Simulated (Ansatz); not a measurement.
Geometry optimisation of `BC(=C)CC`.

```yaml
crystal:
  periodic: [false, false, false]
  atoms:
    - {symbol: B, position_ang: [-0.723243, 1.393977, 0.970523]}
    - {symbol: C, position_ang: [-0.157506, -0.027398, 0.715148]}
    - {symbol: C, position_ang: [-0.659495, -1.050973, 1.461251]}
    - {symbol: C, position_ang: [0.916216, -0.270357, -0.328002]}
    - {symbol: C, position_ang: [0.393674, -0.083048, -1.759626]}
    - {symbol: H, position_ang: [-0.284885, 2.367854, 0.380842]}
    - {symbol: H, position_ang: [-1.611139, 1.551142, 1.789835]}
    - {symbol: H, position_ang: [-0.296161, -2.091737, 1.360257]}
    - {symbol: H, position_ang: [-1.451435, -0.874673, 2.207937]}
    - {symbol: H, position_ang: [1.752402, 0.443456, -0.157079]}
    - {symbol: H, position_ang: [1.345032, -1.290409, -0.214278]}
    - {symbol: H, position_ang: [-0.414510, -0.808638, -1.988481]}
    - {symbol: H, position_ang: [1.201431, -0.224462, -2.506073]}
    - {symbol: H, position_ang: [-0.023381, 0.935963, -1.903453]}
basis:
  gaussian: {orbitals: def2-TZVP}
hamiltonian: {xc: pbe0, dispersion: d4}
relax: {f_tol: 0.005, max_steps: 150}
```

```sh
$ ansatz run in.yaml --threads 4 --pin off --events-out ev --progress --plain --max-ram 10444MiB
```

It prints (some lines left out):

```
Functional definition: PBE0
mean field -4965.32132466 eV, -182.4721930655 hartree, gradient 2.9e-5 eV, S^2 0.000000; 0 other end points of the search recorded, 0 dependent functions left out
relax step   1: F+E_penalty+E_count = -4965.54023674 eV  Δ(F+E_penalty+E_count) = +0.000e0 eV  max|allowed force component| = 6.002e-1 eV/Å  Δτ_max = 0.0000 Å  (29 SCF iters, accepted)
mean field -4965.37994007 eV, -182.4743471423 hartree, gradient 1.2e-5 eV, S^2 0.000000; 0 other end points of the search recorded, 0 dependent functions left out
relax step   2: F+E_penalty+E_count = -4965.60026868 eV  Δ(F+E_penalty+E_count) = -6.003e-2 eV  max|allowed force component| = 1.504e-1 eV/Å  Δτ_max = 0.0313 Å  (32 SCF iters, accepted)
mean field -4965.38308294 eV, -182.4744626405 hartree, gradient 1.2e-5 eV, S^2 0.000000; 0 other end points of the search recorded, 0 dependent functions left out
relax step   3: F+E_penalty+E_count = -4965.60389843 eV  Δ(F+E_penalty+E_count) = -3.630e-3 eV  max|allowed force component| = 9.549e-2 eV/Å  Δτ_max = 0.0157 Å  (32 SCF iters, accepted)
mean field -4965.38377613 eV, -182.4744881146 hartree, gradient 1.2e-5 eV, S^2 0.000000; 0 other end points of the search recorded, 0 dependent functions left out
relax step   4: F+E_penalty+E_count = -4965.60455371 eV  Δ(F+E_penalty+E_count) = -6.553e-4 eV  max|allowed force component| = 5.088e-2 eV/Å  Δτ_max = 0.0122 Å  (32 SCF iters, accepted)
mean field -4965.38410871 eV, -182.4745003369 hartree, gradient 1.2e-5 eV, S^2 0.000000; 0 other end points of the search recorded, 0 dependent functions left out
relax step   5: F+E_penalty+E_count = -4965.60486608 eV  Δ(F+E_penalty+E_count) = -3.124e-4 eV  max|allowed force component| = 2.671e-3 eV/Å  Δτ_max = 0.0049 Å  (32 SCF iters, accepted)
mean field -4965.38412471 eV, -182.4745009248 hartree, gradient 1.2e-5 eV, S^2 0.000000; 0 other end points of the search recorded, 0 dependent functions left out
relax step   6: F+E_penalty+E_count = -4965.60488217 eV  Δ(F+E_penalty+E_count) = -1.610e-5 eV  max|allowed force component| = 6.719e-3 eV/Å  Δτ_max = 0.0029 Å  (32 SCF iters, accepted)
mean field -4965.38417079 eV, -182.4745026183 hartree, gradient 1.2e-5 eV, S^2 0.000000; 0 other end points of the search recorded, 0 dependent functions left out
relax step   7: F+E_penalty+E_count = -4965.60492454 eV  Δ(F+E_penalty+E_count) = -4.236e-5 eV  max|allowed force component| = 8.793e-3 eV/Å  Δτ_max = 0.0080 Å  (32 SCF iters, accepted)
mean field -4965.22060193 eV, -182.4684915736 hartree, gradient 7.8e-6 eV, S^2 0.000000; 0 other end points of the search recorded, 0 dependent functions left out
relax step   8: F+E_penalty+E_count = -4965.44075722 eV  Δ(F+E_penalty+E_count) = +1.642e-1 eV  max|allowed force component| = 1.629e0 eV/Å  Δτ_max = 0.0927 Å  (31 SCF iters, rejected (line search))
mean field -4965.38420060 eV, -182.4745037136 hartree, gradient 1.2e-5 eV, S^2 0.000000; 0 other end points of the search recorded, 0 dependent functions left out
relax step   9: F+E_penalty+E_count = -4965.60493977 eV  Δ(F+E_penalty+E_count) = -1.523e-5 eV  max|allowed force component| = 4.924e-3 eV/Å  Δτ_max = 0.0046 Å  (32 SCF iters, accepted)
mean field -4965.38424771 eV, -182.4745054452 hartree, gradient 1.2e-5 eV, S^2 0.000000; 0 other end points of the search recorded, 0 dependent functions left out
relax step  10: F+E_penalty+E_count = -4965.60496855 eV  Δ(F+E_penalty+E_count) = -2.878e-5 eV  max|allowed force component| = 1.642e-3 eV/Å  Δτ_max = 0.0107 Å  (32 SCF iters, accepted)
mean field -4965.38424771 eV, -182.4745054452 hartree, gradient 1.2e-5 eV, S^2 0.000000; 1 other end points of the search recorded, 0 dependent functions left out
Total energy: -4965.60500415 eV, -182.4826180947 hartree
Atom 0 at    -0.726686     1.376563     0.949958 Å, force     0.000413    -0.000652    -0.000856 eV/Å
Atom 1 at    -0.159743    -0.034413     0.704559 Å, force    -0.000678    -0.001322     0.001497 eV/Å
Atom 2 at    -0.640810    -1.035163     1.458136 Å, force    -0.000105    -0.000485    -0.001295 eV/Å
Atom 3 at     0.907332    -0.280452    -0.327147 Å, force     0.000243    -0.000419    -0.000904 eV/Å
Atom 4 at     0.389679    -0.070617    -1.744980 Å, force    -0.000168    -0.000650    -0.000746 eV/Å
Atom 5 at    -0.289783     2.335522     0.378283 Å, force     0.000759    -0.000095     0.000731 eV/Å
Atom 6 at    -1.611734     1.524957     1.742550 Å, force    -0.000978     0.000168     0.000380 eV/Å
Atom 7 at    -0.270289    -2.055912     1.376633 Å, force     0.000289     0.000349     0.000256 eV/Å
Atom 8 at    -1.422471    -0.857828     2.189322 Å, force     0.000248     0.001642     0.000238 eV/Å
Atom 9 at     1.741008     0.407896    -0.149098 Å, force    -0.000768     0.000082     0.000327 eV/Å
Atom 10 at     1.307601    -1.294659    -0.224178 Å, force     0.000460     0.001166    -0.000107 eV/Å
Atom 11 at    -0.414477    -0.774209    -1.974055 Å, force     0.000578     0.000585     0.000065 eV/Å
Atom 12 at     1.184612    -0.211314    -2.480880 Å, force    -0.000352    -0.000188    -0.000117 eV/Å
Atom 13 at    -0.007236     0.940325    -1.870301 Å, force     0.000059    -0.000179     0.000531 eV/Å
Dipole moment:     0.082815    -0.231850    -0.034799 e Å
```

Hardware: 4 threads of an Arm Neoverse V1 on a shared host. Wall time 35 s, peak host memory 0.51 GiB.
